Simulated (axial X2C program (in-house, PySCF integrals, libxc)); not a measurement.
**Spin–orbit effects down a group: molecules with Se (ions), CCSD(T)**

All values come from calculations with an in-house relativistic program for diatomic molecules, spin-free (one-electron X2C) or two-component (2c: spin–orbit coupling with atomic mean-field Coulomb and Gaunt terms, which also bring small scalar terms), in Dyall basis sets with cores contracted in-house; open shells are unrestricted.

Basis sets: Al dyall-av3z, B dyall-av3z, Ga dyall-acv3z, In dyall-acv3z, Se dyall-acv3z. Frozen shells (counts by l): BSe⁻ Se 3s2p1d, B 1s, 10 electrons correlated; AlSe⁻ Se 3s2p1d, Al 2s1p, 10 electrons correlated; GaSe⁻ Se 3s2p1d, Ga 3s2p1d, 10 electrons correlated; InSe⁻ In 4s3p2d, Se 3s2p1d, 10 electrons correlated. Coupled cluster in natural virtuals with an MP2 remainder. Where the outer core of a metal is frozen, bonds come out longer and ionisation energies lower.

```tsv
molecule	spin-free state	Re (Å)	ωe (cm⁻¹)	De (eV)	2c state	Re 2c (Å)	ωe 2c (cm⁻¹)	De 2c (eV)
BSe⁻	M_S = 0, Λ = 0	1.838	803.8	5.13	Ω = 0	1.839	802.8	5.04
AlSe⁻	M_S = 0, Λ = 0	2.245	439.9	4.28	Ω = 0	2.246	439.4	4.18
GaSe⁻	M_S = 0, Λ = 0	2.283	310.8	3.90	Ω = 0	2.284	310.3	3.76
InSe⁻	M_S = 0, Λ = 0	2.478	255.9	3.51	Ω = 0	2.479	255.3	3.28
```

(1) Work out the shifts from the spin-free to the two-component result.

Fragments in 2c: Se- + B, Se- + Al, Se- + Ga, In + Se-. Each entry is the lowest single determinant of a limited PBE0 search at one distance. De goes to single-determinant-based atoms at the same level (for ions the charge split of lowest energy) and is withheld (n/a) where an atom does not fit its ground term or J level. Main or longest-lived isotopes.

## Answers

(1) 

```json
{"molecule": "BSe⁻", "2c state": "Ω = 0", "ΔRe (Å)": "0.001", "Δωe (cm⁻¹)": "noise", "ΔDe (eV)": "-0.09"}
{"molecule": "AlSe⁻", "2c state": "Ω = 0", "ΔRe (Å)": "0.001", "Δωe (cm⁻¹)": "noise", "ΔDe (eV)": "-0.10"}
{"molecule": "GaSe⁻", "2c state": "Ω = 0", "ΔRe (Å)": "0.001", "Δωe (cm⁻¹)": "noise", "ΔDe (eV)": "-0.14"}
{"molecule": "InSe⁻", "2c state": "Ω = 0", "ΔRe (Å)": "0.001", "Δωe (cm⁻¹)": "-0.6", "ΔDe (eV)": "-0.23"}
```

Shifts of one unit in the last digit are rounding. Where the truncated virtual spaces of the two runs make Δωe unreliable it is marked noise.
